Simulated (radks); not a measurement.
Q: These are the eigenvalues of the occupied orbitals of an atom or ion with whole-number occupations (hartree). Calculated with a radial shooting solver on a logarithmic mesh with Libxc functionals: scalar-relativistic Kohn-Sham, PBE, spin-polarised, spherical densities, finite nucleus; Fermi nuclear charge, rms radius of each element as measured or else 0.836 A^(1/3) + 0.57 fm.

| orbital | eigenvalue |
|---|---|
| 1s up | -729.9138 |
| 1s down | -729.9014 |
| 2s up | -104.2991 |
| 2s down | -104.2648 |
| 2p up | -93.39745 |
| 2p down | -93.36516 |
| 3s up | -18.91241 |
| 3s down | -18.88353 |
| 3p up | -15.33930 |
| 3p down | -15.30662 |
| 3d up | -9.52529 |
| 3d down | -9.48248 |
| 4s up | -3.74397 |
| 4s down | -3.50523 |
| 4p up | -2.76773 |
| 4p down | -2.52176 |
| 4d up | -1.36418 |

Which element is it, and in what charge state? The configuration may be excited. Open shells, if any, are filled with parallel spins first.

A: Z = 42, molybdenum, charge +3: Mo3+ in [Ar] 3d10 4s2 4p4 4d5. The list shows which subshells hold electrons but not how many an open one holds; the 1s level, -729.91 hartree, gives Z - s = 38.2 by -(Z - s)^2/2, which with screening and relativity narrows Z to a few neighbours, and the depths of the outer levels then fix element, charge and occupations together.
